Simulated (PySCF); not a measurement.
# Electron correlation in Sn (tin, neutral)

[Kr] 4d10 5s2 5p2, high-spin 3P determinant. Computed with PySCF 2.14 in def2-QZVPPD with the def2 core potential (28 electrons), with a scalar-relativistic core potential. Frozen: 4s2 4p6 4d10; 4 electrons correlated.

```json
{"level": "CCSD", "correlation energy (mhartree)": "-58.41"}
{"level": "(T)", "correlation energy (mhartree)": "-1.84"}
{"level": "CCSD(T)", "correlation energy (mhartree)": "-60.25"}
```

Diagnostics: T1 = 0.0098, D1 = 0.0252, largest double amplitude 0.077.

Cost of the coupled-cluster step: of the order of 11 core-seconds, for 4 correlated electrons.
